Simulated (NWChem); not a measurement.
System: SiAsH₅O₂; SMILES O[SiH](O)[AsH2]

Here is an NWChem input.

```
start job
memory heap 200 mb stack 900 mb global 1100 mb
geometry units angstroms noautoz
  Si    -0.011018    -1.020853    -0.336069
  O      1.460707    -1.442071     0.359762
  O     -1.322604    -1.816430     0.351297
  As    -0.141311     1.316679     0.078787
  H     -0.080238    -1.442813    -1.774992
  H      1.738264    -2.361409     0.195237
  H     -1.488901    -1.589950     1.283878
  H      0.994539     1.588593    -0.924736
  H     -1.211830     1.463704    -1.019918
end
basis spherical
  * library 6-31g*
end
dft
  xc m06-l
  grid coarse
  iterations 150
  mulliken
end
task dft gradient
```

Parts of the log:

```
             Northwest Computational Chemistry Package (NWChem) 7.3.0
             --------------------------------------------------------

 C1  symmetry detected

                             Geometry "geometry" -> ""
                             -------------------------

 Output coordinates in angstroms (scale by  1.889725989 to convert to a.u.)

  No.       Tag          Charge          X              Y              Z
 ---- ---------------- ---------- -------------- -------------- --------------
    1 Si                  14.0000    -0.00397248    -1.02581910    -0.37548070
    2 O                    8.0000     1.43446629    -1.53570298     0.33055909
    3 O                    8.0000    -1.36403811    -1.76546109     0.27936571
    4 As                  33.0000    -0.01953400     1.30701167     0.08364463
    5 H                    1.0000    -0.07508148    -1.41620088    -1.82319843
    6 H                    1.0000     1.66659792    -2.46486441     0.15149854
    7 H                    1.0000    -1.53122876    -1.54846092     1.21403861
    8 H                    1.0000     1.14244215     1.53888087    -0.89981810
    9 H                    1.0000    -1.06591843     1.53004031    -1.02546213

 Effective nuclear repulsion energy (a.u.)     345.2493947751

                                 NWChem DFT Module
                                 -----------------

 Summary of "ao basis" -> "ao basis" (spherical)
 ------------------------------------------------------------------------------
       Tag                 Description            Shells   Functions and Types
 ---------------- ------------------------------  ------  ---------------------
 Si                          6-31g*                  8       18   4s3p1d
 O                           6-31g*                  6       14   3s2p1d
 As                          6-31g*                 12       32   5s4p3d
 H                           6-31g*                  2        2   2s

            General Information
            -------------------
          SCF calculation type: DFT
          Wavefunction type:  closed shell.
          No. of atoms     :     9
          No. of electrons :    68
           Alpha electrons :    34
            Beta electrons :    34
          Charge           :     0
          Spin multiplicity:     1
          Use of symmetry is: off; symmetry adaption is: off
          Maximum number of iterations: 150
          AO basis - number of functions:    88
                     number of shells:    42
          Convergence on energy requested:  1.00D-06
          Convergence on density requested:  1.00D-05
          Convergence on gradient requested:  5.00D-04

              XC Information
              --------------
                        M06-L Method XC Functional
                         M06-L Exchange Functional  1.000
                       M06-L Correlation Potential  1.000

             Grid Information
             ----------------
          Grid used for XC integration:  coarse
          Radial quadrature: Mura-Knowles
          Angular quadrature: Lebedev.
          Tag              B.-S. Rad. Rad. Pts. Rad. Cut. Ang. Pts.
          ---              ---------- --------- --------- ---------
          Si                  1.10       70           9.0       302
          O                   0.60       35          10.0       302
          As                  1.15       95          10.0       302
          H                   0.35       35          11.0       302
          Grid pruning is: on
          Number of quadrature shells:   410
          Spatial weights used:  Erf1

      Superposition of Atomic Density Guess
      -------------------------------------

 Sum of atomic energies:       -2674.66262236

      Non-variational initial energy
      ------------------------------

 Total energy =   -2675.775921
 1-e energy   =   -4410.755835
 2-e energy   =    1389.730519
 HOMO         =      -0.284002
 LUMO         =       0.060401

     ---------------------------------------------
      Total Density - Mulliken Population Analysis
     ---------------------------------------------

    Atom       Charge   Shell Charges
 -----------   ------   -------------------------------------------------------
    1 Si  14    12.80   2.00  2.00  5.97  0.87  1.23  0.21  0.31  0.21
    2 O    8     9.05   2.00  0.93  3.13  0.91  2.06  0.01
    3 O    8     9.04   2.00  0.94  3.13  0.91  2.05  0.01
    4 As  33    33.34   2.00  2.00  6.00  2.00  5.99  1.41  2.48  0.40  0.98  6.91  2.95  0.21
    5 H    1     1.08   0.47  0.61
    6 H    1     0.44   0.35  0.10
    7 H    1     0.45   0.35  0.10
    8 H    1     0.90   0.41  0.49
    9 H    1     0.90   0.41  0.49

   convergence    iter        energy       DeltaE   RMS-Dens  Diis-err
 ---------------- ----- ----------------- --------- --------- ---------
 d= 0,ls=0.0,diis     1  -2678.3993955692 -3.02D+03  1.82D-02  8.24D-01
 d= 0,ls=0.0,diis     2  -2678.2897795434  1.10D-01  1.17D-02  2.02D+00
 d= 0,ls=0.0,diis     3  -2678.4971761644 -2.07D-01  1.44D-03  2.98D-02
 d= 0,ls=0.0,diis     4  -2678.4996394677 -2.46D-03  6.69D-04  2.48D-03
 d= 0,ls=0.0,diis     5  -2678.4950544565  4.59D-03  6.94D-04  1.85D-03
  Resetting Diis
 d= 0,ls=0.0,diis     6  -2678.4953882397 -3.34D-04  3.83D-04  5.67D-04
 d= 0,ls=0.0,diis     7  -2678.4954725487 -8.43D-05  1.15D-03  3.89D-04
 d= 0,ls=0.0,diis     8  -2678.4955714014 -9.89D-05  2.66D-04  3.42D-04
 d= 0,ls=0.0,diis     9  -2678.4956011243 -2.97D-05  1.08D-04  8.00D-05
 d= 0,ls=0.0,diis    10  -2678.4956082230 -7.10D-06  2.77D-05  8.53D-06
 d= 0,ls=0.0,diis    11  -2678.4956090937 -8.71D-07  5.79D-06  2.26D-07

         Total DFT energy =    -2678.495609093660
      One electron energy =    -4414.758664494597
           Coulomb energy =     1514.052552082450
    Exchange-Corr. energy =     -123.038891456625
 Nuclear repulsion energy =      345.249394775112

 Numeric. integr. density =       67.999930629407

                       DFT Final Molecular Orbital Analysis
                       ------------------------------------

 Vector   32  Occ=2.000000D+00  E=-2.826285D-01
              MO Center=  1.2D-01, -5.7D-01,  1.2D-01, r^2= 4.3D+00
   Bfn.  Coefficient  Atom+Function         Bfn.  Coefficient  Atom+Function
  ----- ------------  ---------------      ----- ------------  ---------------
    23      0.291434  2 O  pz                59      0.266070  4 As pz
    36     -0.251081  3 O  py                27      0.227975  2 O  pz
    58     -0.219782  4 As py                35     -0.201009  3 O  px
    56     -0.195502  4 As s                 40     -0.190787  3 O  py
    21     -0.164496  2 O  px                60      0.162833  4 As s

 Vector   33  Occ=2.000000D+00  E=-2.730647D-01
              MO Center= -2.9D-03, -9.8D-01,  1.9D-01, r^2= 4.0D+00
   Bfn.  Coefficient  Atom+Function         Bfn.  Coefficient  Atom+Function
  ----- ------------  ---------------      ----- ------------  ---------------
    36     -0.296118  3 O  py                21      0.276038  2 O  px
    35      0.262355  3 O  px                23     -0.242944  2 O  pz
    40     -0.229304  3 O  py                59      0.218455  4 As pz
    25      0.211834  2 O  px                39      0.201582  3 O  px
    27     -0.190389  2 O  pz                56     -0.180767  4 As s

 Vector   34  Occ=2.000000D+00  E=-2.325700D-01
              MO Center= -1.0D-01,  7.7D-01,  2.8D-02, r^2= 3.6D+00
   Bfn.  Coefficient  Atom+Function         Bfn.  Coefficient  Atom+Function
  ----- ------------  ---------------      ----- ------------  ---------------
    58      0.416947  4 As py                59      0.364811  4 As pz
    56     -0.277763  4 As s                  8     -0.253563  1 Si py
    80      0.209619  5 H  s                 36      0.178114  3 O  py
    63      0.177171  4 As pz                54     -0.170421  4 As py
    62      0.169825  4 As py                55     -0.153424  4 As pz

 Vector   35  Occ=0.000000D+00  E= 6.013684D-03
              MO Center=  1.8D-02,  8.3D-01, -1.8D-04, r^2= 4.3D+00
   Bfn.  Coefficient  Atom+Function         Bfn.  Coefficient  Atom+Function
  ----- ------------  ---------------      ----- ------------  ---------------
    86      0.845948  8 H  s                 61     -0.689275  4 As px
    88     -0.535779  9 H  s                 57     -0.473948  4 As px
    38     -0.250185  3 O  s                 24      0.232907  2 O  s
    62     -0.229426  4 As py                84      0.196439  7 H  s
    85      0.181229  8 H  s                  7     -0.176703  1 Si px

 Vector   36  Occ=0.000000D+00  E= 1.024362D-02
              MO Center= -9.4D-02,  6.2D-01, -2.3D-01, r^2= 4.9D+00
   Bfn.  Coefficient  Atom+Function         Bfn.  Coefficient  Atom+Function
  ----- ------------  ---------------      ----- ------------  ---------------
    62      0.804493  4 As py                10      0.650317  1 Si s
    88     -0.629514  9 H  s                 12      0.609484  1 Si py
     8      0.381800  1 Si py                58      0.360945  4 As py
     6      0.340442  1 Si s                 80     -0.313966  5 H  s
    60     -0.263746  4 As s                 63     -0.244867  4 As pz

 Vector   37  Occ=0.000000D+00  E= 3.758737D-02
              MO Center=  1.6D-01, -1.1D+00,  2.7D-01, r^2= 5.4D+00
   Bfn.  Coefficient  Atom+Function         Bfn.  Coefficient  Atom+Function
  ----- ------------  ---------------      ----- ------------  ---------------
    10      0.803438  1 Si s                 24     -0.634984  2 O  s
    38     -0.507884  3 O  s                 82      0.465650  6 H  s
    56      0.391046  4 As s                 13      0.378380  1 Si pz
    84      0.353981  7 H  s                 62      0.347190  4 As py
     6      0.302384  1 Si s                 58      0.186133  4 As py

     ---------------------------------------------
      Total Density - Mulliken Population Analysis
     ---------------------------------------------

    Atom       Charge   Shell Charges
 -----------   ------   -------------------------------------------------------
    1 Si  14    13.03   2.00  2.00  5.96  0.93  1.58  0.06  0.21  0.30
    2 O    8     8.78   2.00  0.92  2.89  0.96  1.99  0.02
    3 O    8     8.77   2.00  0.92  2.89  0.96  1.98  0.02
    4 As  33    33.17   2.00  2.00  6.00  2.00  5.99  1.48  2.56  0.35  0.69  6.90  2.92  0.29
    5 H    1     1.15   0.51  0.64
    6 H    1     0.55   0.47  0.08
    7 H    1     0.55   0.47  0.08
    8 H    1     0.99   0.48  0.51
    9 H    1     1.00   0.48  0.52

     -------------------------------------------
      Total Density - Lowdin Population Analysis
     -------------------------------------------

    Atom       Charge   Shell Charges
 -----------   ------   -------------------------------------------------------
    1 Si  14    13.41   2.00  1.98  5.88  0.62  1.48  0.32  0.68  0.45
    2 O    8     8.57   1.99  0.89  2.76  0.73  2.17  0.03
    3 O    8     8.56   1.99  0.89  2.76  0.73  2.16  0.03
    4 As  33    33.18   2.00  2.00  5.99  1.99  5.89  1.13  2.29  0.50  1.24  6.68  3.07  0.39
    5 H    1     1.08   0.51  0.57
    6 H    1     0.65   0.44  0.22
    7 H    1     0.66   0.44  0.22
    8 H    1     0.95   0.46  0.48
    9 H    1     0.95   0.47  0.49

     Multipole analysis of the density
     ---------------------------------

     L   x y z        total         alpha         beta         nuclear
     -   - - -        -----         -----         ----         -------
     0   0 0 0     -0.000000    -34.000000    -34.000000     68.000000

     1   1 0 0      0.076850      0.038425      0.038425     -0.000000
     1   0 1 0     -0.357065     -0.178533     -0.178533      0.000000
     1   0 0 1      0.132354      0.066177      0.066177     -0.000000

     2   2 0 0    -33.286155    -86.150924    -86.150924    139.015693
     2   1 1 0     -2.931230     -0.310524     -0.310524     -2.310182
     2   1 0 1     -2.595783     -0.061089     -0.061089     -2.473605
     2   0 2 0    -30.902572   -247.740937   -247.740937    464.579302
     2   0 1 1     -1.837258      1.994729      1.994729     -5.826716
     2   0 0 2    -31.836331    -34.461520    -34.461520     37.086710

            General Information
            -------------------
          SCF calculation type: DFT
          Wavefunction type:  closed shell.
          No. of atoms     :     9
          No. of electrons :    68
           Alpha electrons :    34
            Beta electrons :    34
          Charge           :     0
          Spin multiplicity:     1
          Use of symmetry is: off; symmetry adaption is: off
          Maximum number of iterations: 150
          AO basis - number of functions:    88
                     number of shells:    42
          Convergence on energy requested:  1.00D-06
          Convergence on density requested:  1.00D-05
          Convergence on gradient requested:  5.00D-04

              XC Information
              --------------
                        M06-L Method XC Functional
                         M06-L Exchange Functional  1.000
                       M06-L Correlation Potential  1.000

             Grid Information
             ----------------
          Grid used for XC integration:  coarse
          Radial quadrature: Mura-Knowles
          Angular quadrature: Lebedev.
          Tag              B.-S. Rad. Rad. Pts. Rad. Cut. Ang. Pts.
          ---              ---------- --------- --------- ---------
          Si                  1.10       70           9.0       302
          O                   0.60       35          10.0       302
          As                  1.15       95          10.0       302
          H                   0.35       35          11.0       302
          Grid pruning is: on
          Number of quadrature shells:   410
          Spatial weights used:  Erf1

          Convergence Information
          -----------------------
          Convergence aids based upon iterative change in
          total energy or number of iterations.
          Levelshifting, if invoked, occurs when the
          HOMO/LUMO gap drops below (HL_TOL):  1.00D-02
          DIIS, if invoked, will attempt to extrapolate
          using up to (NFOCK): 10 stored Fock matrices.

                    Damping( 0%)  Levelshifting(0.5)       DIIS
                  --------------- ------------------- ---------------
          dE  on:    start            ASAP                start
          dE off:    2 iters        150 iters           150 iters

                            NWChem DFT Gradient Module
                            --------------------------

  charge          =   0.00
  wavefunction    = closed shell

                         DFT ENERGY GRADIENTS

    atom               coordinates                        gradient
                 x          y          z           x          y          z
   1 Si     -0.007507  -1.938517  -0.709556    0.000113   0.005683  -0.001075
   2 O       2.710748  -2.902058   0.624666    0.006836   0.004485   0.006456
   3 O      -2.577658  -3.336238   0.527925   -0.006665  -0.005707  -0.002801
   4 As     -0.036914   2.469894   0.158065   -0.000626   0.003428   0.004655
   5 H      -0.141883  -2.676232  -3.445345   -0.000210  -0.002085  -0.010175
   6 H       3.149413  -4.657918   0.286291    0.002060  -0.007510  -0.001683
   7 H      -2.893603  -2.926167   2.294200   -0.001676   0.002182   0.007792
   8 H       2.158903   2.908063  -1.700410    0.001782  -0.000240  -0.001509
   9 H      -2.014294   2.891357  -1.937842   -0.001614  -0.000236  -0.001658
```

Level: M06-L/6-31G* (spherical d). Coordinates come from a PBE-D3(BJ)/def2-SVP optimisation.
